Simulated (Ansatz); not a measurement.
Reaction (cleavage of the B–As bond): `FB[AsH2]` + `O[SiH2][SiH3]` → `FBO[SiH2][SiH3]` + `[AsH3]`

Isolated molecules relaxed with PBE0-D4/def2-TZVP in Ansatz; ΔE leaves out vibrations. CBS: MP2 limit from def2 TZ/QZ plus the TZ coupled-cluster correction, frozen cores. DFT in def2-TZVPP. For As outer-core shells are correlated without core-valence functions, which leaves a few kJ/mol of doubt a bond. Scalar relativity is left out up to krypton. Each species was taken in one conformer, which may not be the lowest.

`FB[AsH2]`:

Cartesian coordinates in Å:
```
F 0.237 -1.811 0.539
B 0.623 -0.570 0.310
As -0.401 0.585 -1.006
H 1.642 -0.200 0.824
H -0.321 1.826 -0.139
H -1.780 0.170 -0.529
```

`O[SiH2][SiH3]`:

Cartesian coordinates in Å:
```
O 0.091 0.638 -1.969
Si -0.475 -0.403 -0.815
Si 0.475 -0.003 1.295
H -0.041 1.576 -1.823
H -1.960 -0.318 -0.688
H -0.120 -1.761 -1.299
H -0.110 -0.932 2.301
H 0.189 1.394 1.728
H 1.951 -0.189 1.270
```

`FBO[SiH2][SiH3]`:

Z-matrix (Å, degrees):
```
Si
Si 1 2.344
O 1 1.669 2 113.5
H 1 1.486 2 110.7 3 -119.7
H 1 1.486 2 110.8 3 119.8
H 2 1.486 1 110.9 3 61.0
H 2 1.490 1 107.5 3 179.8
H 2 1.486 1 110.9 3 -61.3
B 3 1.338 1 135.9 2 0.4
F 9 1.334 3 120.2 1 -0.1
H 9 1.194 3 121.5 1 179.9
```

`[AsH3]`:

```xyz
4

As   -0.164    0.137   -0.599
H    -0.202   -1.265   -0.009
H     1.217    0.401   -0.016
H    -0.851    0.727    0.624
```

| level | ΔE (kcal/mol) |
| --- | --- |
| r2SCAN-D4 | -34.4 |
| MP2/def2-TZVPP | -34.0 |

Question: What does CCSD(T)/CBS give? (An estimate is asked.)

Answer: Computed: -33.9 kcal/mol. The listed levels differ from it by -0.5, -0.1 kcal/mol.

Largest T1 diagnostic among the species: 0.013.

The D4 term adds −0.9 kcal/mol with B3LYP and −0.5 kcal/mol with PBE0; it sums over pairs of atoms, weighted by their polarisabilities, and B3LYP, whose exchange is more repulsive, gets the larger term. In def2-TZVPP, CCSD(T) changes the Hartree–Fock value by +3.6 kcal/mol (the triples alone add +0.4 kcal/mol) and MP2 by +4.1 kcal/mol.

B3LYP here is the variant with VWN-RPA as its local correlation; programs differ in this.
